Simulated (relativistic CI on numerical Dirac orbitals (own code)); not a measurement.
**Rb4+: computed level list**

Method of calculation: Dirac-Coulomb-Breit CI, separate exchange-only KLI orbitals for each configuration, model QED, valence Slater integrals scaled by 0.85, configuration energies shifted to the measured levels that pair with them (semi-empirical) (own radial code, finite nucleus).

Configurations in the expansion (outside the closed core [Ar] 3d10): 4s2.4p3, 4s.4p4, 4s2.4p2.5s, 4s2.4p2.4d, 4p5, 4s2.4p.4d2, 4s.4p3.4d, 4s2.4p2.4f, 4s2.4p2.5p, 4s.4p3.4f, 4p3.4d2, 4s2.4p.4f2, 4s2.4p2.5d, 4s2.4p2.6s, 4s2.4p2.6p, 4p4.4d, 4s.4p3.5s, 4s2.4p2.5f, 4s2.4p2.5g, 4s2.4p2.6d, 4s.4p2.4d2, 4s2.4p.4d.4f, 4s2.4p2.6f, 4s.4p3.5p, 4p3.4f2, 4s2.4p.4d.5s, 4s.4p3.5d, 4s.4p2.5s.5p, 4s.4p3.6s, 4s.4p2.4d.4f. Levels of other configurations are missing.

The lowest level is 4s2.4p3 4S°_3/2, with 94 % of that term; Hund's rules for 4s2.4p3 give 4S° with J = 3/2, in agreement.

| No. | Configuration | Term | J | E (cm⁻¹) | % | Lifetime (s) | jj configuration (%) |
| --- | --- | --- | --- | --- | --- | --- | --- |
| 1 | 4s2.4p3 | 4S° | 3/2 | 0 | 94 |  | 4p1/2 4p3/2^2 (47) |
| 2 | 4s2.4p3 | 2D° | 3/2 | 18076 | 84 | 1.49e-01 | 4p1/2 4p3/2^2 (49) |
| 3 | 4s2.4p3 | 2D° | 5/2 | 20541 | 97 | 2.05e+00 | 4p1/2 4p3/2^2 (97) |
| 4 | 4s2.4p3 | 2P° | 1/2 | 33335 | 97 | 3.32e-02 | 4p1/2 4p3/2^2 (97) |
| 5 | 4s2.4p3 | 2P° | 3/2 | 36862 | 82 | 1.37e-02 | 4p3/2^3 (80) |
| 6 | 4s.4p4 | 4P | 5/2 | 136161 | 88 | 1.71e-09 | 4s 4p3/2^2 (69) |
| 7 | 4s.4p4 | 4P | 3/2 | 140937 | 88 | 1.58e-09 | 4s 4p1/2 4p3/2^3 (75) |
| 8 | 4s.4p4 | 4P | 1/2 | 143010 | 87 | 1.48e-09 | 4s 4p3/2^4 (30) |
| 9 | 4s.4p4 | 2D | 3/2 | 166930 | 76 | 7.59e-10 | 4s 4p1/2 4p3/2^3 (46) |
| 10 | 4s.4p4 | 2D | 5/2 | 168133 | 77 | 8.74e-10 | 4s 4p1/2 4p3/2^3 (61) |
| 11 | 4s2.4p2.4d‡ | 2P | 3/2 | 188355 | 55 | 4.18e-10 | 4s 4p1/2 4p3/2^3 (27) |
| 12 | 4s.4p4 | 2S | 1/2 | 190339 | 32 | 3.25e-10 | 4s 4p3/2^2 (36) |
| 13 | 4s.4p4 | 2S | 1/2 | 197890 | 46 | 4.37e-10 | 4s 4p3/2^4 (40) |
| 14 | 4s2.4p2.4d‡ | 4F | 3/2 | 200611 | 91 | 7.54e-09 | 4p1/2^2 4d3/2 (48) |
| 15 | 4s2.4p2.4d‡ | 4F | 5/2 | 202383 | 85 | 7.67e-09 | 4p1/2 4p3/2 4d3/2 (51) |
| 16 | 4s2.4p2.4d‡ | 4F | 7/2 | 205227 | 86 | 3.07e-08 | 4p1/2 4p3/2 4d5/2 (74) |
| 17 | 4s2.4p2.4d‡ | 2F | 5/2 | 207855 | 64 | 5.54e-09 | 4p1/2 4p3/2 4d3/2 (69) |
| 18 | 4s2.4p2.4d‡ | 4F | 9/2 | 208772 | 94 | 8.18e-02 | 4p1/2 4p3/2 4d5/2 (51) |
| 19 | 4s2.4p2.4d‡ | 4D | 1/2 | 208979 | 94 | 2.50e-09 | 4p1/2 4p3/2 4d3/2 (72) |
| 20 | 4s2.4p2.4d‡ | 4D | 3/2 | 209454 | 90 | 2.07e-09 | 4p1/2 4p3/2 4d3/2 (43) |
| 21 | 4s2.4p2.4d‡ | 4D | 7/2 | 209613 | 50 | 6.05e-08 | 4p1/2 4p3/2 4d5/2 (51) |
| 22 | 4s2.4p2.4d‡ | 4D | 5/2 | 211998 | 57 | 2.14e-09 | 4p1/2 4p3/2 4d5/2 (55) |
| 23 | 4s2.4p2.4d‡ | 2F | 7/2 | 217266 | 55 | 2.88e-08 | 4p3/2^2 4d5/2 (88) |
| 24 | 4s2.4p2.4d‡ | 2G | 7/2 | 230015 | 94 | 2.76e-09 | 4p1/2 4p3/2 4d3/2 (45) |
| 25 | 4s2.4p2.4d‡ | 2G | 9/2 | 231220 | 94 | 2.59e-02 | 4p3/2^2 4d5/2 (51) |
| 26 | 4s2.4p2.4d‡ | 4P | 5/2 | 235652 | 84 | 2.09e-11 | 4p1/2 4p3/2 4d5/2 (45) |
| 27 | 4s.4p4 | 2P | 3/2 | 235934 | 43 | 3.00e-11 | 4p1/2 4p3/2 4d5/2 (36) |
| 28 | 4s2.4p2.4d‡ | 4P | 3/2 | 237681 | 75 | 2.19e-11 | 4p1/2 4p3/2 4d3/2 (34) |
| 29 | 4s2.4p2.4d‡ | 4P | 1/2 | 238609 | 76 | 2.08e-11 | 4p1/2 4p3/2 4d3/2 (53) |
| 30 | 4s2.4p2.4d‡ | 2D | 3/2 | 240595 | 76 | 9.63e-11 | 4p1/2 4p3/2 4d5/2 (46) |
| 31 | 4s2.4p2.4d‡ | 2P | 1/2 | 242407 | 47 | 2.76e-11 | 4p3/2^2 4d3/2 (33) |
| 32 | 4s2.4p2.4d‡ | 2D | 5/2 | 246852 | 90 | 7.30e-11 | 4p3/2^2 4d5/2 (50) |
| 33 | 4s2.4p2.4d‡ | 2D | 5/2 | 253834 | 82 | 3.17e-11 | 4p1/2 4p3/2 4d5/2 (37) |
| 34 | 4s2.4p2.4d‡ | 2D | 3/2 | 254208 | 72 | 2.31e-11 | 4p1/2 4p3/2 4d3/2 (37) |
| 35 | 4s2.4p2.4d‡ | 2P | 1/2 | 256764 | 68 | 3.80e-11 | 4p1/2 4p3/2 4d5/2 (62) |
| 36 | 4s2.4p2.4d‡ | 2F | 5/2 | 258145 | 78 | 1.80e-11 | 4p1/2 4p3/2 4d3/2 (31) |
| 37 | 4s2.4p2.4d‡ | 2F | 7/2 | 260190 | 94 | 1.79e-11 | 4p1/2 4p3/2 4d5/2 (53) |
| 38 | 4s2.4p2.5s | 4P | 1/2 | 260852 | 89 | 1.64e-10 | 4p1/2^2 5s (64) |
| 39 | 4s2.4p2.4d‡ | 2P | 3/2 | 261412 | 73 | 3.59e-11 | 4p3/2^2 4d5/2 (56) |
| 40 | 4s2.4p2.4d‡ | 2S | 1/2 | 262981 | 63 | 2.63e-11 | 4p3/2^2 4d5/2 (25) |
| 41 | 4s2.4p2.5s | 4P | 3/2 | 265143 | 94 | 1.97e-10 | 4p1/2 4p3/2 5s (93) |
| 42 | 4s2.4p2.5s | 4P | 5/2 | 269546 | 90 | 2.44e-10 | 4p1/2 4p3/2 5s (61) |
| 43 | 4s2.4p2.5s | 2P | 1/2 | 270966 | 87 | 3.47e-11 | 4p1/2 4p3/2 5s (80) |
| 44 | 4s2.4p2.4d‡ | 2D | 5/2 | 272003 | 77 | 2.07e-11 | 4p3/2^2 4d5/2 (66) |
| 45 | 4s2.4p2.4d‡ | 2D | 3/2 | 272913 | 93 | 2.22e-11 | 4p3/2^2 4d3/2 (60) |
| 46 | 4s2.4p2.5s | 2P | 3/2 | 275720 | 75 | 3.88e-11 | 4p1/2 4p3/2 5s (75) |
| 47 | 4s2.4p2.5s | 2D | 5/2 | 285920 | 90 | 1.03e-10 | 4p3/2^2 5s (61) |
| 48 | 4s2.4p2.5s | 2D | 3/2 | 286688 | 80 | 7.54e-11 | 4p3/2^2 5s (74) |
| 49 | 4s.4p3.4d‡ | 6D° | 1/2 | 304972 | 99 | 3.40e-08 | 4s 4p1/2 4p3/2^2 4d3/2 (52) |
| 50 | 4s.4p3.4d‡ | 6D° | 3/2 | 305077 | 99 | 3.44e-08 | 4s 4p1/2 4p3/2^2 4d3/2 (46) |
| 51 | 4s.4p3.4d‡ | 6D° | 5/2 | 305237 | 98 | 4.20e-08 | 4s 4p1/2 4p3/2^2 4d3/2 (36) |
| 52 | 4s.4p3.4d‡ | 6D° | 7/2 | 305456 | 98 | 7.73e-08 | 4s 4p1/2 4p3/2^2 4d5/2 (31) |
| 53 | 4s.4p3.4d‡ | 6D° | 9/2 | 305789 | 98 | 2.40e-07 | 4s 4p1/2 4p3/2^2 4d5/2 (54) |
| 54 | 4s2.4p2.5p‡ | 2S° | 1/2 | 307812 | 45 | 3.29e-10 | 4p1/2^2 5p1/2 (68) |
| 55 | 4s2.4p2.5s | 2S | 1/2 | 307816 | 94 | 1.38e-10 | 4p3/2^2 5s (82) |
| 56 | 4s2.4p2.5p‡ | 4D° | 1/2 | 311271 | 58 | 3.18e-10 | 4p1/2 4p3/2 5p1/2 (63) |
| 57 | 4s2.4p2.5p‡ | 4D° | 3/2 | 311933 | 80 | 2.89e-10 | 4p1/2^2 5p3/2 (51) |
| 58 | 4p5‡ | 2P° | 3/2 | 313691 | 56 | 4.42e-10 | 4p3/2^3 (56) |
| 59 | 4s2.4p2.5p‡ | 4D° | 5/2 | 315983 | 90 | 2.85e-10 | 4p1/2 4p3/2 5p3/2 (78) |
| 60 | 4s2.4p2.5p‡ | 2D° | 3/2 | 316397 | 38 | 3.02e-10 | 4p1/2 4p3/2 5p1/2 (55) |
| 61 | 4s2.4p2.5p‡ | 4P° | 1/2 | 318709 | 86 | 2.82e-10 | 4p1/2 4p3/2 5p3/2 (59) |
| 62 | 4s2.4p2.5p‡ | 2D° | 3/2 | 319263 | 53 | 3.01e-10 | 4p1/2 4p3/2 5p3/2 (89) |
| 63 | 4s2.4p2.5p‡ | 2D° | 5/2 | 319766 | 47 | 3.11e-10 | 4p1/2 4p3/2 5p1/2 (55) |
| 64 | 4s2.4p2.5p‡ | 4D° | 7/2 | 320123 | 90 | 2.87e-10 | 4p1/2 4p3/2 5p3/2 (59) |
| 65 | 4p5‡ | 2P° | 1/2 | 320868 | 53 | 5.07e-10 | 4p1/2 4p3/2^4 (53) |
| 66 | 4s2.4p2.5p‡ | 4S° | 3/2 | 322504 | 46 | 2.65e-10 | 4p1/2 4p3/2 5p1/2 (35) |
| 67 | 4s2.4p2.5p‡ | 2D° | 5/2 | 326103 | 45 | 3.17e-10 | 4p3/2^2 5p3/2 (51) |
| 68 | 4s2.4p2.5p‡ | 2P° | 3/2 | 326951 | 82 | 3.37e-10 | 4p1/2 4p3/2 5p3/2 (57) |
| 69 | 4s2.4p2.5p‡ | 2P° | 1/2 | 328366 | 83 | 3.27e-10 | 4p3/2^2 5p3/2 (50) |
| 70 | 4s.4p3.4d‡ | 4D° | 5/2 | 328642 | 89 | 1.36e-09 | 4s 4p3/2 4d5/2 (25) |

Energies count from the lowest computed level; ° marks odd parity; lifetimes are radiative, by E1, M1, E2 decay to levels of this space only. Filled j subshells are mostly left out of the jj labels. ‡ marks configurations that were not tied to measured data.

The mean weight of the leading LS term, summed over parents, in these 70 levels is 77 %, and that of the leading jj configuration (from the same eigenvectors) 56 %, so LS coupling describes them better.

Configurations whose levels could be paired with our table of measured levels were shifted onto them, all but the ground configuration, by the median error of their levels; single terms can still be off by 1,000 to 2,000 cm⁻¹ or more, and rates follow the energies as ν³ (E1, M1) or ν⁵ (E2). The others borrow a shift and can be off by several thousand cm⁻¹ or more. 16 of the 19 excited levels that our extract of the measured tables holds in this range could be paired (the sources list more); they are missed by 862 cm⁻¹ on average and 3930 at most, after the shifts were fitted to these levels, and levels without a partner can miss by more.

LS names give the leading component of a level, which can be under half, so a name can repeat, a term be missing and a line seem to break the LS rules.
